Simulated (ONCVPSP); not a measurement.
**Configuration tests for V (Z = 23) (ONCV)**

ONCVPSP 4.0.1 input, shortened (lines: element, Z, core and valence counts, functional; n l f; lmax; l rc ep ncon nbas qcut; lloc lpopt rc5 dvloc0; l nproj debl; icmod fcfact rcfact), PBEsol, scalar-relativistic:

```
  V 23.00    5    2  -116133      upf
    1    0    2.00
    2    0    2.00
    2    1    6.00
    3    0    2.00
    3    1    6.00
    3    2    3.00
    4    0    1.50
    3
    0    2.55    0.00    4    8    2.80
    1    2.45    0.26    4    8    2.90
    2    2.15    0.00    4    9    8.30
    3    2.15    0.03    3    6    5.20
    3    5    2.15    0.00
    0    2    3.50
    1    1    2.30
    2    2    2.00
    3    0    3.40
    3    1.50    1.45
```

In the p channel the program set the typed energies aside and used 0.050 Ha.

Energies are relative to the spin-unpolarised reference configuration 3d3 4s1.5; without spin polarisation the order of configurations can differ from experiment.

Problem. Give the all-electron excitation energy and the error of the potential for: 3d3 4s2; 3d3 4s1; 3d3 4s0; 3d4 4s1.

Solution.

| valence configuration | charge | ΔE all-electron (eV) | error AE − PS (meV) |
| --- | --- | --- | --- |
| 3d3 4s2 | 0 | -3.100 | -0.4 |
| 3d3 4s1 | +1 | 4.650 | -1.5 |
| 3d3 4s0 | +2 | 18.853 | -1.9 |
| 3d4 4s1 | 0 | -2.520 | -30 |

Levels in the configuration 3d3 4s1:

```tsv
level	all-electron (eV)	pseudo (eV)
3d	-12.655	-12.649
4s	-10.903	-10.907
```

Note: no bound ghost flagged; GHOST(+) flagged for s at 66.5 eV.
